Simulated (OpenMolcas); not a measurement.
# Br3+: Slater's ratio, the spin-orbit constant, worked from levels

```yaml
Program: OpenMolcas 26.06
Basis: ANO-RCC [9s8p6d4f2g]
Scalar_Hamiltonian: DKH2, point nucleus
Active_space: 2 electrons in 9 orbitals (RAS2 4p; RAS3 4d 5s, at most 1 electron)
State_averaging: 2S+1 = 3 even, 3 roots; 2S+1 = 1 even, 6 roots; 2S+1 = 3 odd, 18 roots; 2S+1 = 1 odd, 18 roots
Spin-orbit_coupling: RASSI with atomic mean-field integrals over the reference wave functions, term energies averaged over their components
```

Methods: RASSCF; MS-RASPT2, IPEA 0.25 Eh, imaginary shift 0.1 Eh (closed shells correlated: 3d 4s).

**Slater's ratio.** With one set of orbitals, p2 has 1D - 3P = 6 F2 and 1S - 1D = 9 F2 (F2 = F²/25), a ratio of 3/2. Term energies are centres of gravity, weighted by 2J + 1.

```csv
Source,1D - 3P,1S - 3P,F2 from the first,Ratio
RASSCF,14978,36319,2496,1.425
MS-RASPT2,12190,33604,2032,1.757
```

Energies in cm-1. A ratio away from 3/2 shows effects beyond one configuration with one set of orbitals, and in heavier atoms second-order spin-orbit shifts.

**The spin-orbit constant.** For the Hund term 3P of p2, E(J) = (A/2) J(J+1) + constant and ζ = 2S·A = 2A. From J = 0 to J = 2 the energy changes by 3 A.

```tsv
Source	E(2) - E(0)	A	ζ
RASSCF	5142.6	1714.2	3428
MS-RASPT2	5065.6	1688.5	3377
```

All in cm-1. Both methods take the spin-orbit matrix elements from the reference wave functions, so the second can move ζ only through the term energies and any multistate remixing. Second-order mixing with other terms is absorbed into this ζ.

Term energies are means over components that CASPT2 splits; among the terms shown or strongly mixed into the levels shown the widest spread is 110 cm-1 (4s2 4p2 1D, MS-RASPT2). Over all roots computed the reference weight is 0.86 to 0.96 in MS-RASPT2; the roots of lowest weight are the least certain, and an intruder state may touch them. With the s shell closed, the reference lacks s² → p² mixing. Levels of configurations outside the active space are missing.
